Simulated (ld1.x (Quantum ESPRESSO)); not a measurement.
# terbium (Tb): excitation energies, all-electron against RRKJ

* Element: terbium
* Generator: ld1.x (Quantum ESPRESSO) 7.5
* Type: norm-conserving RRKJ (Kleinman–Bylander form)
* Functional: PBEsol
* Relativity: scalar-relativistic
* Frozen core: [Kr] 4d10
* Valence charge: 19
* Reference configuration: 4f9 5s2 5p6 5d0 6s2 6p0
* Partial waves: 5p (bound): rc 2.45 bohr; 5d (bound, empty): rc 2.30 bohr; 4f (bound): rc 0.60 bohr; 5s (bound): rc 1.50 bohr
* Local potential: the s channel
* Core correction: none

Occupied shells without a wave of their own: 6s. They enter only through the test configuration that unscreens the potential.

Energies are relative to the spin-unpolarised reference configuration 4f9 5s2 5p6 5d0 6s2 6p0; without spin polarisation the order of configurations can differ from experiment.

```csv
valence configuration,charge,ΔE all-electron (eV),error AE − PS (meV)
4f9 5s2 5p6 5d0 6s1 6p0,+1,6.178,-90
4f9 5s2 5p6 5d0 6s0 6p0,+2,17.592,-244
4f9 5s2 5p6 5d1 6s1 6p0,0,2.478,-62
4f9 5s2 5p5 5d0 6s2 6p0,+1,30.057,-41
4f9 5s2 5p6 5d0.5 6s1.5 6p0,0,1.223,-32
4f9 5s1 5p6 5d0 6s2 6p0,+1,53.276,-23
```

(1) What are ΔE and the potential's error for 4f8 5s2 5p6 5d0 6s0 6p0?

A Bessel basis up to 400 Ry misses an occupied level by 0.05 Ry, so cutoffs and ghosts were not judged.

Answers

(1) ΔE = 42.935 eV all-electron; the error (AE − PS) is -452 meV.

ld1.x printed “convergence not achieved” for 7 of the counted tests; their residual had stalled under 1e-8, short of the target of 1e-14. The 6s level has no wave, so the channel is fitted at the deeper level alone: the likely source of the large errors.
